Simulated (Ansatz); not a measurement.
Basis-set extrapolation for CH3BCl2O, SMILES `COB(Cl)Cl` (PBE0-D4/def2-TZVP geometry, frozen core, Ansatz 0.2.0). Multiplicity 1, RHF reference.

```tsv
	def2-TZVPP	def2-QZVPP
HF	-1058.375058	-1058.406894
MP2 correlation	-0.880794	-0.956277
CCSD(T) correlation	-0.964390	not run
```

Energies in hartree. Use E(X) = E(∞) + A·exp(−7.88·√X) for Hartree–Fock and E(X) = E(∞) + B·X^(−2.97) for correlation, with X = 3 and 4, and add CCSD(T) minus MP2 of the smaller set to the MP2 limit.

What is the CCSD(T) energy at the basis-set limit?

HF limit: -1058.406894 + (-0.031836) × 0.13774 = -1058.41128. MP2 limit: -0.956277 + (-0.075483) × 0.74074 = -1.01219. Higher-order term: -0.964390 − (-0.880794) = -0.08360. Total: -1059.50707 hartree, 440.1 kJ/mol below CCSD(T)/def2-TZVPP.
